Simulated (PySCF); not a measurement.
# C₆ coefficients of unlike pairs at UHF

Calculated with PySCF 2.14 from the dipole response of each species, C₆(A,B) = (3/π) ∫ α_A(iu) α_B(iu) du, in atomic units, from isotropic polarisabilities. For ions this is the dispersion term alone; charge-induced terms of lower order in 1/R come first.

```json
{"species": "In", "configuration": "[Kr] 4d10 5s2 5p1 (2P)", "basis": "aug-cc-pV5Z-PP with ECP28MDF (8s8p6d4f3g2h)", "relativity": "core potential", "α (bohr³)": "74.48", "C₆ (like pair)": "802.0"}
{"species": "S²⁺", "configuration": "[Ne] 3s2 3p2 (3P)", "basis": "aug-cc-pV(T+d)Z with one added diffuse shell each of s, p, d, f type (7s6p5d3f)", "relativity": "none", "α (bohr³)": "7.498", "C₆ (like pair)": "27.33"}
{"species": "Ru³⁺", "configuration": "[Kr] 4d5 (6S)", "basis": "x2c-TZVPPall with one added diffuse shell each of s, p, d, f type (9s7p7d3f1g)", "relativity": "spin-free X2C", "α (bohr³)": "4.608", "C₆ (like pair)": "20.94"}
{"species": "Ne²⁺", "configuration": "[He] 2s2 2p4 (3P)", "basis": "aug-cc-pwCVDZ (5s4p2d)", "relativity": "none", "α (bohr³)": "0.8296", "C₆ (like pair)": "1.052"}
```

(1) Estimate C₆ for S²⁺ with In.

No spin-orbit coupling is included.

The other pairs:

| pair | C₆ |
| --- | --- |
| Ru³⁺, S²⁺ | 22.45 |
| Ne²⁺, Ru³⁺ | 4.599 |
| Ru³⁺, In | 95.64 |
| Ne²⁺, S²⁺ | 4.609 |
| Ne²⁺, In | 18.68 |

## Answers

(1) The integral gives 131.1. The combination rule 2 C_A C_B / (C_A α_B/α_A + C_B α_A/α_B) gives 124.5 and the geometric mean 148.1.
